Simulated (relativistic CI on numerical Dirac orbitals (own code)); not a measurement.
# Slater and spin-orbit integrals, Bi XXXI

Calculated at this level of theory: Dirac-Coulomb-Breit CI, KLI orbitals optimised for each configuration, model QED, unscaled Slater integrals (own radial code, finite nucleus).

Slater integrals F^k, G^k are unscaled and averaged over j, outside the closed core [Ar] 3d10 4p6 4d10; ζ comes from projecting the Hamiltonian with its Breit term on Σ l·s of the shell.

- 4s2.4f7: F^2(4f,4f) = 275190, F^4(4f,4f) = 179050, F^6(4f,4f) = 130830, ζ(4f) = 15493 cm⁻¹; <r>(4f) = 0.3794, <r^2>(4f) = 0.1654 (bohr units).
- 4s2.4f6.5s: F^2(4f,4f) = 277790, F^4(4f,4f) = 180850, F^6(4f,4f) = 132180, ζ(4f) = 15826, G^3(4f,5s) = 38388 cm⁻¹; <r>(4f) = 0.3765, <r^2>(4f) = 0.1628, <r>(5s) = 0.6805, <r^2>(5s) = 0.5162 (bohr units).
- 4s2.4f5.5s2: F^2(4f,4f) = 280570, F^4(4f,4f) = 182780, F^6(4f,4f) = 133630, ζ(4f) = 16163 cm⁻¹; <r>(4f) = 0.3733, <r^2>(4f) = 0.1599 (bohr units).

Averages of the first 5 configurations, taken without configuration mixing, which lowers the lowest level and can move excited configurations by several eV; other configurations of the list can lie among them:

```csv
Configuration,Parity,States,Average energy above the lowest level (eV)
4s2.4f7,odd,3432,36.1
4s2.4f6.5s,even,6006,199.9
4s2.4f5.5s2,odd,2002,375.5
4s.4f8,even,6006,830.6
4f9,odd,2002,1627.9
```
